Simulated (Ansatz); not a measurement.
An input meant for [Li(H2O)4]+ (LiO4H8⁺) (charge 1, singlet).

```yaml
crystal:
  periodic: [false, false, false]
  atoms:
    - {symbol: Li, position_ang: [-0.002269, 0.000669, 0.002196]}
    - {symbol: O, position_ang: [0.108653, 0.389820, 1.885999]}
    - {symbol: H, position_ang: [-0.462485, 0.024817, 2.575505]}
    - {symbol: H, position_ang: [0.773139, 0.908332, 2.359305]}
    - {symbol: O, position_ang: [1.770796, -0.389782, -0.642817]}
    - {symbol: H, position_ang: [2.177069, -0.016941, -1.437070]}
    - {symbol: H, position_ang: [2.469165, -0.911295, -0.224891]}
    - {symbol: O, position_ang: [-0.725329, 1.514229, -0.945713]}
    - {symbol: H, position_ang: [-1.127976, 1.542615, -1.824035]}
    - {symbol: H, position_ang: [-0.841727, 2.404779, -0.587471]}
    - {symbol: O, position_ang: [-1.154448, -1.513963, -0.298140]}
    - {symbol: H, position_ang: [-2.120138, -1.555119, -0.302122]}
    - {symbol: H, position_ang: [-0.864451, -2.398150, -0.560756]}
basis:
  gaussian: {orbitals: def2-mTZVPP}
total_charge: -1
hamiltonian: {xc: {name: RPBE}, dispersion: d3bj}
scf: {lower_state_search: full}
```

```sh
$ ansatz run in.yaml --threads 4 --pin off --events-out ev --progress --plain --max-ram 3916MiB
```

Output, abridged:

```
Functional definition: RPBE
1201 factors; their error is unknown
mean field evaluation 1: about -8520.1005 eV, gradient 6.8e1 eV
mean field evaluation 2: about -8492.6082 eV, gradient 1.4e2 eV
mean field evaluation 4: about -8527.5737 eV, gradient 7.4e-1 eV
mean field evaluation 8: about -8527.5656 eV, gradient 1.0e-1 eV
mean field evaluation 16: about -8520.0932 eV, gradient 6.8e1 eV
mean field -8527.56564508 eV, -313.3822572652 hartree, gradient 4.4e-5 eV, S^2 0.000000; 0 other end points of the search recorded, 0 dependent functions left out
reference -8527.56569659 eV, -313.3822591579 hartree; 22, 22 occupied and 125, 125 virtual orbitals, 1201 factors
Total energy: -8528.35287544 eV, -313.4111874471 hartree
```

In this input the charge is far from what the species holds (-1 typed, 1 meant). Self-consistency was reached. The result belongs to that input, not to the species as meant.

The highest occupied level of an anion often lies above zero with these methods, and sets without diffuse functions describe the outer electron poorly.
